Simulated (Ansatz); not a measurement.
Abridged output of a molecular run in Ansatz:

```
Functional definition: HF
1182 factors; integrals over basis functions are off by at most 9.5e-4 eV
mean field evaluation 1: about -19973.8407 eV, gradient 3.9e1 eV
mean field evaluation 2: about -19974.0056 eV, gradient 3.9e1 eV
mean field evaluation 4: about -19977.4902 eV, gradient 3.3e0 eV
mean field evaluation 8: about -19977.5486 eV, gradient 1.9e-1 eV
mean field evaluation 32: about -19972.5278 eV, gradient 4.6e0 eV
mean field evaluation 96: about -19972.6803 eV, gradient 1.6e0 eV
mean field -19977.54884362 eV, -734.1613787340 hartree, gradient 2.4e-6 eV, S^2 0.000000; 0 other end points of the search recorded, 0 dependent functions left out; unrestricted orbitals would lower it
12 core orbitals not correlated: weight in the atoms' cores, before any rotation towards them, 1.000 or more for the frozen orbitals, at most 0.000 for the correlated occupied ones
reference -19977.54884362 eV, -734.1613787340 hartree; 11, 11 occupied and 179, 179 virtual orbitals, 1182 factors
second order -16.86968979 eV of doubles, -0.00000000 eV of singles
cycle   1  -17.30383304 eV  change   -4.3e-1 eV  update   1.0e-1
cycle   2  -17.78998952 eV  change   -4.9e-1 eV  update   3.3e-2
cycle   3  -17.90872525 eV  change   -1.2e-1 eV  update   1.8e-2
cycle   4  -17.89835284 eV  change    1.0e-2 eV  update   5.5e-3
cycle   5  -17.89853735 eV  change   -1.8e-4 eV  update   2.8e-3
cycle   6  -17.89885776 eV  change   -3.2e-4 eV  update   8.5e-4
cycle   7  -17.89866946 eV  change    1.9e-4 eV  update   3.8e-4
cycle   8  -17.89863661 eV  change    3.3e-5 eV  update   1.2e-4
cycle   9  -17.89866807 eV  change   -3.1e-5 eV  update   4.3e-5
cycle  10  -17.89866230 eV  change    5.8e-6 eV  update   1.6e-5
perturbative correction -0.83710204 eV, -0.0307629326 hartree
Total energy: -19996.28460796 eV, -734.8499053739 hartree
```

Its atoms:

Z-matrix (Å, degrees):
```
N
Al 1 1.757
H 1 1.006 2 126.2
H 1 1.008 2 122.6 3 180.0
C 2 1.975 1 115.2 3 180.0
H 2 1.582 1 121.1 3 -0.0
S 5 1.619 2 119.1 1 0.1
H 5 1.095 2 124.1 1 -179.9
```

Question: Which basis set was used?
A. def2-TZVPP
B. def2-SVPD
C. def2-TZVPPD
D. def2-QZVPP

Answer: A. It gives 202 functions.

Question: Write the keys of the input that set method, charge and spin (a neutral closed shell needs none for the last two).

Answer: 
```yaml
correlation: {method: ccsd_t}
```
